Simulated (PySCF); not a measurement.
C₂H₇BFN, SMILES B(NC)(F)C.

Coordinates come from a B3LYP-D3(BJ)/def2-SVP optimisation. The structure was generated by enumeration, and PubChem lists no compound with its InChIKey, so it may never have been made. One conformer was computed; it need not be the lowest.

These are PySCF with B3LYP/def2-TZVP values and carry that method's errors.

Symmetry labels are those of the subgroup Cs that the program uses (full group Cs).

Computed valence orbital energies around the gap with their symmetry:
```
orbital  symmetry  energy (eV)
-------  --------  -----------
HOMO−7         A"       -12.20
HOMO−6         A"       -11.56
HOMO−5         A'       -11.47
HOMO−4         A"       -10.56
HOMO−3         A'       -10.55
HOMO−2         A'       -10.37
HOMO−1         A'        -9.02
HOMO           A"        -7.30
LUMO           A'         0.45
LUMO+1         A"         1.19
LUMO+2         A'         1.41
LUMO+3         A'         1.80
```
